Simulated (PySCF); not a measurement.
How methods differ on the electron affinity of Se

Se⁻ [Ar] 3d10 4s2 4p5 (2P) → Se [Ar] 3d10 4s2 4p4 (3P), as a difference of total energies. Computed with PySCF 2.14 in aug-cc-pVQZ-PP with ECP10MDF (7s6p5d3f2g, 89 functions), with scalar relativity through the core potential. Correlated levels: valence: 3s2 3p6 3d10 frozen. The calculations carry no spin-orbit coupling.

```json
{"method": "UHF", "electron affinity (eV)": "0.925"}
{"method": "MP2 (valence)", "electron affinity (eV)": "1.934"}
{"method": "SCS-MP2 (valence)", "electron affinity (eV)": "1.945"}
{"method": "CCSD (valence)", "electron affinity (eV)": "1.908"}
{"method": "CCSD(T) (valence)", "electron affinity (eV)": "1.988"}
```

Q: How much does correlation contribute at CCSD(T) (valence)?

A: 1.988 − (0.925) = 1.063 eV, measured against UHF.

The reference lies between the lowest fine-structure levels, while these numbers refer to the centres of the terms.

Errors of the correlated levels include the incompleteness of this basis and the frozen core.

For comparison: 2.021 eV (measured; photodetachment measurements, as compiled on the Wikipedia data page of electron affinities).
